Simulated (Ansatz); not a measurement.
A nudged elastic band was laid between two geometries of FH$_{5}$OSi$_{2}$ (9 atoms, charge 0, multiplicity 1).

All numbers below come from RKS LDA/def2-SVP (Ansatz).

```yaml
movable_images: 5
climbing_image: yes
spring: 5.0 eV/Å²
optimiser: quadratic models (default)
start_path: IDPP
force_threshold: 0.03 eV/Å
iteration_limit: 60
end_points: relaxed
```

Image 0:

```xyz
9
Properties=species:S:1:pos:R:3
O -0.368 -0.604 1.771
Si -0.831 -0.174 0.245
F -1.773 1.152 0.303
Si 1.123 0.362 -0.887
H -1.040 -0.990 2.362
H -1.684 -1.240 -0.395
H 0.796 0.873 -2.266
H 1.999 -0.856 -1.018
H 1.867 1.431 -0.132
```

Image 6:

```xyz
9
Properties=species:S:1:pos:R:3
O -0.951 0.779 1.448
Si -0.765 -0.358 0.265
F -1.963 -0.223 -0.827
Si 1.250 0.132 -0.777
H -1.681 0.663 2.083
H -0.888 -1.756 0.817
H 1.232 1.552 -1.277
H 1.466 -0.797 -1.943
H 2.388 -0.039 0.195
```

(1) Which bonds break or form, and what moves?

(2) What energy profile does the band end with?

(3) What is the geometry of the highest image?

(4) What are the harmonic wavenumbers there?

## Answers

(1) No bond is made or broken. The dihedral F3–Si2–Si4–H9 goes from 62 to -178°. The two ends are copies of one structure, up to a mirror image or an exchange of like atoms.

(2) The run converged. The highest image is number 3 of 0 to 6, 1.0 kcal/mol above the ends, which have the same energy within 2 meV. A vibrational analysis at the climbing image gives one clearly imaginary mode, 102i cm⁻¹: a first-order saddle point.

```tsv
image	path coordinate (Å)	energy (kcal/mol)	dihedral F3–Si2–Si4–H9 (°)
0	0.00	0.0	62
1	0.66	0.3	82
2	1.32	0.8	102
3	1.98	1.0	122
4	2.64	0.8	143
5	3.30	0.3	163
6	3.97	0.0	-178
```

(3) 
```xyz
9
Properties=species:S:1:pos:R:3
O -0.627 0.242 1.788
Si -0.808 -0.277 0.231
F -2.025 0.533 -0.482
Si 1.195 0.215 -0.857
H -1.333 0.012 2.420
H -1.225 -1.725 0.180
H 0.955 1.209 -1.962
H 1.773 -1.041 -1.459
H 2.185 0.784 0.124
```

(4) 102i, 141, 198, 257, 342, 418, 461, 492, 694, 787, 804, 813, 872, 875, 891, 960, 2140, 2154, 2170, 2177, 3765 cm⁻¹.

Run time: 2.2 min on 1 thread of AMD EPYC (Zen 3), with other jobs on the host, peak memory 0.12 GiB.
